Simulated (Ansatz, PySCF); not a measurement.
H₃Ti, SMILES [TiH3+] (connectivity only; charge and spin as stated), charge +1, multiplicity 1. Atoms are numbered in the order given.

```xyz
4

Ti     0.0000     0.3640    -0.5584
H      0.4096    -1.0008     0.6399
H      0.0000     1.6376     0.5419
H     -0.4096    -1.0008     0.6399
```
Charge +1, spin multiplicity 1.

Geometry optimised at ωB97X-D3(BJ)/def2-TZVPD. The spin state was assumed, not searched.

Two levels are set side by side: PBE-D3(BJ)/def2-TZVPD (Ansatz, a first-principles code) and ωB97X-D3(BJ)/def2-TZVPD (PySCF). Each level has its own optimised geometry; the coordinates shown are those of the second. Differences are taken from unrounded values.

| quantity | ωB97X-D3(BJ) | PBE-D3(BJ) | PBE-D3(BJ) minus ωB97X-D3(BJ) |
|---|---|---|---|
| mean bond length (Å) | 1.802 | 1.729 | -0.073 |
| bond Ti1–H2 (Å) | 1.862 | 1.748 | -0.113 |
| bond Ti1–H3 (Å) | 1.683 | 1.689 | 0.006 |
| bond Ti1–H4 (Å) | 1.862 | 1.748 | -0.113 |
